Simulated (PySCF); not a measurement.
A small calculation by hand: chemical shift, span and skew from a shielding tensor

Si(CF3)(F)(H)2 (CH₂F₄Si), SMILES C([SiH2]F)(F)(F)F. Atoms are numbered in the order given.

```xyz
8

Si     0.6017    -1.0915     0.0000
F     -0.6850    -2.0741     0.0000
C     -0.0381     0.7246     0.0000
F     -0.7750     1.0097    -1.0792
F     -0.7750     1.0097     1.0792
F      1.0166     1.5586     0.0000
H      1.3851    -1.3007    -1.2414
H      1.3851    -1.3007     1.2414
```

Geometry optimised at PBE0-D3(BJ)/def2-SVP.

GIAO shieldings from PBE/pcSseg-1 (PySCF), non-relativistic, no solvent. The symmetric part of the tensor of Si1 has the principal values 291.3, 343.5, 411.0 ppm. The same nucleus in TMS has σ = 335.4 ppm at this level (PySCF, at its B3LYP-D3(BJ)/def2-TZVP geometry).

Problem. Work out the isotropic shielding, the ²⁹Si shift against TMS, the span and the skew.

Solution. 
σ(iso) = (σ11 + σ22 + σ33)/3 = 348.6 ppm. δ = σ(ref) − σ(iso) = 335.4 − (348.6) = -13.2 ppm.
Span Ω = σ33 − σ11 = 119.7 ppm. Skew κ = 3(σ(iso) − σ22)/Ω = 0.13. Tumbling in solution averages the tensor to δ; in a static solid the shielding alone would spread this spin-1/2 line over Ω.
